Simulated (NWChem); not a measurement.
# Ge₂H₅Cl; SMILES [GeH2]([Cl])[GeH3]

### Question
Give the equilibrium geometry at PBE-D3(BJ)/def2-SVP (NWChem) as a list of bonds and angles, with the point group.

### Answer
point group Cs; any orientation.
Bonds (Å): Cl1–Ge2 2.195, Ge2–Ge3 2.436, Ge2–H4 1.552, Ge2–H5 1.552, Ge3–H6 1.547, Ge3–H7 1.547, Ge3–H8 1.551. Angles (°): Cl1–Ge2–Ge3 106.2, Cl1–Ge2–H4 106.6, Cl1–Ge2–H5 106.6, Ge3–Ge2–H4 113.5, Ge3–Ge2–H5 113.5, H4–Ge2–H5 109.8, Ge2–Ge3–H6 109.1, Ge2–Ge3–H7 109.1, Ge2–Ge3–H8 110.3, H6–Ge3–H7 109.6, H6–Ge3–H8 109.3, H7–Ge3–H8 109.4.
